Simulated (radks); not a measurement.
Results of a calculation; reference values are marked as such.
Spherical quantum dot in the effective-mass picture: electrons in a well V = -V0 / (1 + exp((r - R)/a)) with V0 = 7.98, R = 3.65, a = 0.31, all in effective atomic units (hartree* = m*/eps^2 hartree, bohr* = eps/m* bohr), one dielectric constant everywhere. Level of theory: non-relativistic Kohn-Sham, LDA (Slater exchange, Perdew-Wang correlation), spin-polarised, spherical densities (a radial shooting solver with Libxc functionals). Levels are named by radial order and angular momentum (1s, 1p, 1d, 2s, ...), and open shells are averaged over m.

N = 4, configuration 1s2 1p(up 2, down 0). This is the lowest configuration that the search found. Occupied and some empty levels:

level,occupation,eigenvalue (hartree*),<r> (bohr*)
1s up,1,-6.0998,1.912
1s down,1,-6.0239,1.904
1p up,2,-5.7479,2.178
1p down,0,-5.6688,2.182
1d up,0,-5.2666,2.367
1d down,0,-5.1893,2.375
2s up,0,-4.9002,1.835
2s down,0,-4.8478,1.838
1f up,0,-4.6811,2.518
1f down,0,-4.6077,2.527

Energy (hartree*): total -26.7610, kinetic 2.0200, external -31.092, Hartree 3.5113, exchange-correlation -1.2008.
